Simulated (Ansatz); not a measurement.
Start from `C[CH2][Ge][NH2]` and change one atom or group to get `[CH3][Ge][NH2]`.

Ansatz, PBE0-D4/def2-TZVP geometries, multiplicity 1. Each molecule was computed in one conformer, which needn't be the lowest.

Scalar relativity is left out up to krypton.

```json
{"property": "LUMO energy (PBE/def2-TZVPP) / eV", "`C[CH2][Ge][NH2]`": "-2.11"}
{"property": "HOMO–LUMO gap (PBE/def2-TZVPP) / eV", "`C[CH2][Ge][NH2]`": "2.91"}
{"property": "HOMO energy (PBE0/def2-TZVPP) / eV", "`C[CH2][Ge][NH2]`": "-6.07"}
{"property": "LUMO energy (B3LYP/def2-TZVPP) / eV", "`C[CH2][Ge][NH2]`": "-1.54"}
{"property": "HOMO energy (PBE/def2-TZVPP) / eV", "`C[CH2][Ge][NH2]`": "-5.02"}
{"property": "size of the dipole moment (B3LYP/def2-TZVPP) / D", "`C[CH2][Ge][NH2]`": "1.32"}
```

(1) Give the same properties after the change, and the shifts. (An estimate is asked.)

## Answers

(1) Computed: 
| property | `[CH3][Ge][NH2]` | shift |
| --- | --- | --- |
| LUMO energy (PBE/def2-TZVPP) / eV | -2.11 | 0.00 |
| HOMO–LUMO gap (PBE/def2-TZVPP) / eV | 3.06 | 0.15 |
| HOMO energy (PBE0/def2-TZVPP) / eV | -6.23 | -0.16 |
| LUMO energy (B3LYP/def2-TZVPP) / eV | -1.55 | -0.01 |
| HOMO energy (PBE/def2-TZVPP) / eV | -5.17 | -0.15 |
| size of the dipole moment (B3LYP/def2-TZVPP) / D | 1.31 | -0.01 |

Dipoles are sizes alone; their direction can turn.

B3LYP here is the variant with VWN-RPA as its local correlation; programs differ in this.
